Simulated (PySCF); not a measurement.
C₂H₅AlClF (SMILES C[CH2][Al]([F])[Cl]), singlet, geometry from GFN2-xTB (such geometries of metal compounds can be far from the true shape); SVWN5/6-31G, polarisability in PySCF.

PySCF was given this input:
```python
from pyscf import gto, scf, dft
from pyscf.prop import polarizability

mol = gto.M(
    atom='''
Al    0.07499423   -0.05766671    0.20655526
F     0.03353185   -1.63278634    0.72074128
Cl    0.82216247    1.31101059    1.50461460
C    -0.62310584    0.27748612   -1.63735811
C    -1.09550742   -1.02843023   -2.28579116
H     0.14663013    0.74443296   -2.26186206
H    -1.44772739    0.99852513   -1.61205886
H    -1.88642641   -1.48732454   -1.69541609
H    -0.27770618   -1.74370570   -2.35107302
H    -1.47656417   -0.84869899   -3.29103244
''',
    basis='6-31g',
    verbose=4,
)

mf = dft.RKS(mol)
mf.xc = 'lda,vwn'
mf.kernel()
alpha = mf.Polarizability().polarizability()[2, 2]
print('alpha_zz =', alpha)
```

Q: Predict the main parts of the log of this PySCF run.

A: 
```
site-packages/pyscf/prop/efg/rhf.py:45: UserWarning: Module EFG is under testing
  warnings.warn('Module EFG is under testing')
site-packages/pyscf/prop/efg/dhf.py:30: UserWarning: Module EFG is under testing
  warnings.warn('Module EFG is under testing')
site-packages/pyscf/prop/zfs/uhf.py:40: UserWarning: Module ZFS is under testing
  warnings.warn('Module ZFS is under testing')
site-packages/pyscf/prop/gtensor/uhf.py:43: UserWarning: Module g-tensor is under testing
  warnings.warn('Module g-tensor is under testing')
site-packages/pyscf/prop/gtensor/uks.py:41: UserWarning: Module g-tensor is under testing
  warnings.warn('Module g-tensor is under testing')
site-packages/pyscf/prop/hfc/uks.py:35: UserWarning: Module HFC is under testing
  warnings.warn('Module HFC is under testing')
site-packages/pyscf/prop/magnetizability/rhf.py:39: UserWarning: Module magnetizability is under testing
  warnings.warn('Module magnetizability is under testing')
site-packages/pyscf/prop/magnetizability/uhf.py:37: UserWarning: Module magnetizability is under testing
  warnings.warn('Module magnetizability is under testing')
site-packages/pyscf/prop/magnetizability/rks.py:37: UserWarning: Module magnetizability is under testing
  warnings.warn('Module magnetizability is under testing')
site-packages/pyscf/prop/magnetizability/uks.py:39: UserWarning: Module magnetizability is under testing
  warnings.warn('Module magnetizability is under testing')
site-packages/pyscf/prop/polarizability/uhf.py:34: UserWarning: Module polarizability is under testing
  warnings.warn('Module polarizability is under testing')
site-packages/pyscf/prop/polarizability/rks.py:29: UserWarning: Module polarizability is under testing
  warnings.warn('Module polarizability is under testing')
site-packages/pyscf/prop/polarizability/uks.py:29: UserWarning: Module polarizability is under testing
  warnings.warn('Module polarizability is under testing')
PySCF version 2.14.0

[INPUT] verbose = 4
[INPUT] num. atoms = 10
[INPUT] num. electrons = 56
[INPUT] charge = 0
[INPUT] spin (= nelec alpha-beta = 2S) = 0
[INPUT] symmetry False subgroup None
[INPUT] Mole.unit = angstrom
[INPUT] Symbol           X                Y                Z      unit          X                Y                Z       unit  Magmom
[...]
nuclear repulsion = 264.195940885191
number of shells = 39
number of NR pGTOs = 178
number of NR cGTOs = 63
basis = 6-31g
ecp = {}

******** <class 'pyscf.dft.rks.RKS'> ********
method = RKS
initial guess = minao
damping factor = 0
level_shift factor = 0
DIIS = <class 'pyscf.scf.diis.CDIIS'>
diis_start_cycle = 1
diis_space = 8
diis_damp = 0
SCF conv_tol = 1e-09
SCF conv_tol_grad = None
SCF max_cycles = 50
direct_scf = True
direct_scf_tol = 1e-13
XC library pyscf.dft.libxc version 7.1.2
    S. Lehtola, C. Steigemann, M. J. T. Oliveira, and M. A. L. Marques,  SoftwareX 7, 1–5 (2018)
XC functionals = lda,vwn
    P. A. M. Dirac,  Math. Proc. Cambridge Philos. Soc. 26, 376 (1930)
    F. Bloch,  Z. Phys. 57, 545 (1929)
    S. H. Vosko, L. Wilk, and M. Nusair,  Can. J. Phys. 58, 1200 (1980)
radial grids:
    Treutler-Ahlrichs [JCP 102, 346 (1995); DOI:10.1063/1.469408] (M4) radial grids

becke partition: Becke, JCP 88, 2547 (1988); DOI:10.1063/1.454033
pruning grids: <function nwchem_prune>
grids dens level: 3
symmetrized grids: False
atomic radii adjust function: <function treutler_atomic_radii_adjust>
small_rho_cutoff = 0
Set gradient conv threshold to 3.16228e-05
Initial guess from minao.
tot grids = 129600
init E= -877.959277778525
[...]
cycle= 1 E= -877.619885414481  delta_E= 0.339  |g|= 0.848  |ddm|= 2.81
[...]
cycle= 2 E= -876.884351124119  delta_E= 0.736  |g|= 2.13  |ddm|= 2.77
[...]
cycle= 3 E= -877.751584796881  delta_E= -0.867  |g|= 0.391  |ddm|= 1.99
[...]
cycle= 4 E= -877.791755188994  delta_E= -0.0402  |g|= 0.0876  |ddm|= 0.511
[...]
cycle= 5 E= -877.793005812422  delta_E= -0.00125  |g|= 0.0363  |ddm|=  0.1
[...]
cycle= 6 E= -877.79337460578  delta_E= -0.000369  |g|= 0.0112  |ddm|= 0.0455
[...]
cycle= 7 E= -877.793402367546  delta_E= -2.78e-05  |g|= 0.000899  |ddm|= 0.0126
[...]
cycle= 8 E= -877.793402534121  delta_E= -1.67e-07  |g|= 0.000125  |ddm|= 0.00134
[...]
cycle= 9 E= -877.79340254065  delta_E= -6.53e-09  |g|= 2.95e-05  |ddm|= 0.000293
[...]
cycle= 10 E= -877.793402540872  delta_E= -2.22e-10  |g|= 1.44e-05  |ddm|= 5.08e-05
[...]
Extra cycle  E= -877.793402540787  delta_E= 8.55e-11  |g|= 2.42e-05  |ddm|= 4.35e-05
converged SCF energy = -877.793402540787
Isotropic polarizability 50.7352686038
Polarizability anisotropy 14.2401282975
alpha_zz = 59.27809873112243
```
